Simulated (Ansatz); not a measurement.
Program: Ansatz. Geometries: PBE0-D4/def2-TZVP. ΔE: electronic, gas phase. CCSD(T)/CBS adds triple-zeta CCSD(T) − MP2 to the extrapolated MP2 energy (def2 sets, frozen cores). This one scheme is used for every species. Functionals use def2-TZVPP. B3LYP here is the variant with VWN-RPA as its local correlation; programs differ in this. One conformer a species, not always the lowest.

Reaction (hydrogenolysis of the Si–Si bond): `CO[SiH2][SiH2]O` + H₂ → `CO[SiH3]` + `O[SiH3]`

(1) Is it downhill or uphill in electronic energy at CCSD(T)/CBS, and by how much? (Estimate.)

(2) What do these levels give: PBE-D4, r2SCAN-D4, PBE, PBE0, B3LYP, MP2/CBS(def2)? (Estimate.)

Largest T1 diagnostic among the species: 0.012.

Results:

(1) The calculation gave: Downhill: ΔE = -32.6 kJ/mol.

(2) Ansatz gave: PBE-D4 -15.4, r2SCAN-D4 -25.8, PBE -21.9, PBE0 -29.2, B3LYP -40.8, MP2/CBS(def2) -33.9 kJ/mol.

From PBE to PBE0 (25 % exact exchange), in def2-TZVPP and without D4, ΔE moves by −7.2 kJ/mol. In def2-TZVPP, CCSD(T) changes the Hartree–Fock value by +28.3 kJ/mol (the triples alone add +5.2 kJ/mol) and MP2 by +27.0 kJ/mol. The D4 term adds +10.3 kJ/mol with B3LYP and +5.9 kJ/mol with PBE0; it sums over pairs of atoms, weighted by their polarisabilities, and B3LYP, whose exchange is more repulsive, gets the larger term.
